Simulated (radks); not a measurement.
Er V, 64 electrons, occupied as [Xe] 4f10. Method: Dirac Kohn-Sham, PBE, spin-unpolarised, spherical densities, point nucleus; open shells are shared between the two j in proportion to 2j + 1; computed with a radial shooting solver on a logarithmic mesh with Libxc functionals.

Spin-orbit splittings of the eigenvalues, e(l+1/2) - e(l-1/2), with zeta = 2 splitting/(2l+1) and mean radii in bohr:

| shell | occ. | splitting (eV) | zeta (eV) | <r> j=l-1/2 | <r> j=l+1/2 |
|---|---|---|---|---|---|
| 2p | 6 | 916.8 | 611.2 | 0.07147 | 0.07875 |
| 3p | 6 | 192.5 | 128.3 | 0.2146 | 0.2283 |
| 3d | 10 | ? | ? | 0.2013 | 0.2055 |
| 4p | 6 | 43.62 | 29.08 | 0.5157 | 0.5467 |
| 4d | 10 | 7.984 | 3.194 | 0.5733 | 0.5841 |
| 4f | 10 | 1.231 | 0.3517 | 0.7224 | 0.7322 |
| 5p | 6 | 6.428 | 4.285 | 1.324 | 1.408 |

Estimate the 3d splitting.

Answer. 42.05 eV (zeta = 16.82 eV).
